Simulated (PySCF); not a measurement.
# One molecule, several mistakes: B2C2H6

Calculated results; nothing here was measured. They come from PySCF 2.14.0, an open-source quantum chemistry program, on an isolated molecule that a program drew, which may never have been made. The molecule is B2C2H6 (charge 0, singlet), drawn as the SMILES string `BB=CC`.

Each row is a Hartree-Fock (HF) and frozen-core CCSD(T) single point in the cc-pVDZ basis, meant for a local HF minimum. Run 1 is clean. Each other run has one planted mistake out of seven kinds, and not every kind appears here: one electron removed, one electron added, multiplicity raised by two, geometry at a saddle point, minimal basis STO-3G, one bond length entered in bohr, all coordinates scaled. The reference is restricted for singlets and unrestricted otherwise, and also for a bond in bohr. Adding or removing an electron swaps singlet and doublet. Electrons count all cores. HOMO and LUMO are orbital energies over both spins, the gradient is its largest component, and the lowest frequency (negative if imaginary) is given only where the gradient is small. Bond lengths are over the 9 bonds as drawn. T1 is the CCSD diagnostic: over 0.02 (restricted) or 0.045 (unrestricted) a single reference is doubtful.

Geometry of the clean run:
```xyz
10
B2C2H6, angstrom
B    -2.3493    2.2653   -0.9678
B    -0.8582    1.8041   -1.4946
C     0.4047    1.4415   -1.9702
C     1.3222    0.3498   -1.4819
H    -2.8800    1.7039   -0.0499
H    -2.9323    3.1722   -1.4937
H     0.7761    2.0300   -2.8098
H     1.5313   -0.3669   -2.2809
H     0.8956   -0.1990   -0.6417
H     2.2816    0.7645   -1.1608
```

| run | electrons | basis functions | <S^2> | HOMO (eV) | LUMO (eV) | gradient (hartree/bohr) | lowest frequency (cm^-1) | mean bond (Å) | longest bond (Å) | T1 | HF (hartree) | CCSD(T) (hartree) | mistake |
|---|---|---|---|---|---|---|---|---|---|---|---|---|---|
| 1 | 28 | 86 | 0.000 | -8.53 | 1.40 | 3.5e-05 | 129 | 1.2577 | 1.647 | 0.0152 | -128.52374 | -129.02650 | no fault |
| 2 | 28 | 26 | 0.000 | -6.65 | 5.49 | 5.3e-02 | - | 1.2577 | 1.647 | 0.0119 | -126.94031 | -127.18875 | minimal basis STO-3G |
| 3 | 28 | 86 | 1.019 | -8.60 | 1.23 | 4.4e-02 | - | 1.3763 | 2.267 | 0.0706 | -128.40967 | -128.90742 | one bond length entered in bohr |
| 4 | 29 | 86 | 0.802 | -0.46 | 7.99 | 3.4e-02 | - | 1.2577 | 1.647 | 0.0159 | -128.50536 | -129.02109 | ? |
| 5 | 28 | 86 | 0.000 | -8.69 | 1.55 | 2.8e-02 | - | 1.2124 | 1.588 | 0.0146 | -128.51093 | -129.00706 | ? |

**Which mistake was planted in run 4, and what did it cost?**

It counts 29 electrons, one more than the clean run, at the same geometry and basis. So the mistake is: one electron added. Subtracting run 1 and multiplying by 627.51 kcal/mol a hartree, the energy moved by 11.5 kcal/mol in HF and 3.4 kcal/mol in CCSD(T).

**Which mistake was planted in run 5, and what did it cost?**

The mean and the longest bond both change by the same factor, 0.964, and the gradient is no longer small. So the mistake is: all coordinates scaled. Subtracting run 1 and multiplying by 627.51 kcal/mol a hartree, the energy moved by 8.0 kcal/mol in HF and 12.2 kcal/mol in CCSD(T).

Cautions from the logs. Run 3: T1 is over the limit, so its CCSD(T) energy is less reliable; run 4: the added electron raises the CCSD(T) energy, so it isn't bound in this basis.
